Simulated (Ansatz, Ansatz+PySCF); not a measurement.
| atom | x (Å) | y (Å) | z (Å) |
| --- | --- | --- | --- |
| H | 0.0356 | 0.1952 | -1.0603 |
| B | -0.0211 | -0.3791 | 0.0306 |
| H | 0.0275 | 0.1353 | 1.0691 |

Basis set: def2-SVP (spherical functions). Left uncorrelated: 1 orbital. Charge 0, multiplicity 2.

Computed with Ansatz (development build ahead of 0.2.0); each method stands on the lowest determinant of its kind that the runs found.

The atomization energy at this shape (free ground-state atoms in the same class of orbitals less the molecule, no zero-point energy) of doublet BH₂:

| method | atomization energy |
| --- | --- |
| UHF-CCSD(T) | 162.75 kcal/mol |
| UHF-MP2 | 163.89 kcal/mol |
| UHF | 144.71 kcal/mol |

(1) What does ROHF give?

Results:

(1) 145.89 kcal/mol.
